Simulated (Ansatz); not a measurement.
Abridged output of a molecular run in Ansatz:

```
Functional definition: HF
  name "HF"
  cite "Fock, Z. Phys. 61, 126 (1930) doi:10.1007/BF01340294"
  parent pbe
  exchange = exact_x
  correlation = 0
1474 factors; integrals over basis functions are off by at most 1.0e-3 eV
mean field evaluation 1: about -70827.2152 eV, gradient 2.9e1 eV
mean field evaluation 2: about -70827.4677 eV, gradient 2.9e1 eV
mean field evaluation 4: about -70830.2836 eV, gradient 3.4e0 eV
mean field evaluation 8: about -70830.3400 eV, gradient 2.8e-1 eV
mean field -70830.34047867 eV, -2602.9670020619 hartree, gradient 2.4e-6 eV, S^2 0.000000; 0 other end points of the search recorded, 0 dependent functions left out
16 core orbitals not correlated: weight in the atoms' cores, before any rotation towards them, 1.000 or more for the frozen orbitals, at most 0.000 for the correlated occupied ones
reference -70830.34047867 eV, -2602.9670020619 hartree; 17, 17 occupied and 217, 217 virtual orbitals, 1474 factors
second order -19.72784431 eV of doubles, -0.00000000 eV of singles
cycle   1  -20.30489052 eV  change   -5.8e-1 eV  update   1.0e-1
cycle   2  -20.93866129 eV  change   -6.3e-1 eV  update   3.2e-2
cycle   3  -21.01425119 eV  change   -7.6e-2 eV  update   1.4e-2
cycle   4  -21.00859460 eV  change    5.7e-3 eV  update   4.1e-3
cycle   5  -21.00893023 eV  change   -3.4e-4 eV  update   1.8e-3
cycle   6  -21.00879237 eV  change    1.4e-4 eV  update   4.7e-4
cycle   7  -21.00865880 eV  change    1.3e-4 eV  update   2.0e-4
cycle   8  -21.00871283 eV  change   -5.4e-5 eV  update   7.0e-5
cycle   9  -21.00871754 eV  change   -4.7e-6 eV  update   2.5e-5
perturbative correction -0.87492901 eV, -0.0321530479 hartree
Total energy: -70852.22412521 eV, -2603.7712112390 hartree
```

Its atoms:

Cartesian coordinates in Å:
```
C 1.4690 0.1115 -1.3421
C 0.9486 -0.3301 -0.1999
Si -0.2368 0.6653 0.8255
As -2.4032 -0.2805 0.9764
H 1.2396 1.1002 -1.7299
H 2.1464 -0.4916 -1.9404
H 1.2128 -1.3317 0.1364
H -0.3680 2.0207 0.2257
H 0.2541 0.7964 2.2250
H -1.8359 -1.6488 1.3329
H -2.4265 -0.6116 -0.5095
```

Problem. Which basis set was used?
A. cc-pV(D+d)Z
B. def2-TZVPP
C. def2-SVPD
D. cc-pV(Q+d)Z

Solution. B. It gives 250 functions.

Problem. Write the keys of the input that set method, charge and spin (a neutral closed shell needs none for the last two).

Solution. 
```yaml
correlation: {method: ccsd_t}
```
